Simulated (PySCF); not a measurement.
C₃H₅ClOSi. Atoms are numbered in the order given.

```xyz
11

Cl    -1.9451    -0.7399     0.6610
Si    -0.3663    -0.2802    -0.6250
C      1.2660    -0.9537    -0.1375
C      2.0336     0.0969     0.2462
O      1.6066     1.3696     0.1889
C      0.2781     1.5005    -0.3723
H     -0.8867    -0.5561    -1.9903
H      1.6477    -1.9725    -0.0598
H      3.0562     0.0391     0.6383
H     -0.3171     2.1180     0.3182
H      0.3751     2.0535    -1.3226
```

The structure is a stationary point at r2SCAN-D4/def2-SVP. The structure was generated by enumeration; whether it is a known compound was not checked. The values are those of a single conformer.

All values below come from PBE0/pcSseg-1 in PySCF.

GIAO shieldings, no solvent; atoms listed in one row are averaged. δ = σ(ref) − σ: ³⁵Cl against HCl (σ = 945.9 ppm); ²⁹Si against TMS (σ = 352.7 ppm); ¹³C against TMS (σ = 186.3 ppm); ¹⁷O against H2O (σ = 334.2 ppm); ¹H against TMS (σ = 31.56 ppm), references at their B3LYP-D3(BJ)/def2-TZVP geometries, non-relativistic (without spin–orbit terms, shifts of atoms bonded to Cl or Br come out too high).

Problem. Estimate the chemical shifts. (An estimate is asked for; the answer gives what the named calculation found.)

Solution. 
```
nucleus  atoms  count  δ (ppm)
-------  -----  -----  -------
³⁵Cl       Cl1      1     35.9
²⁹Si       Si2      1     16.8
¹³C         C4      1    180.4
¹³C         C3      1     96.7
¹³C         C6      1     66.5
¹⁷O         O5      1    170.0
¹H          H9      1     7.61
¹H          H7      1     6.10
¹H          H8      1     5.34
¹H         H10      1     4.23
¹H         H11      1     4.12
```
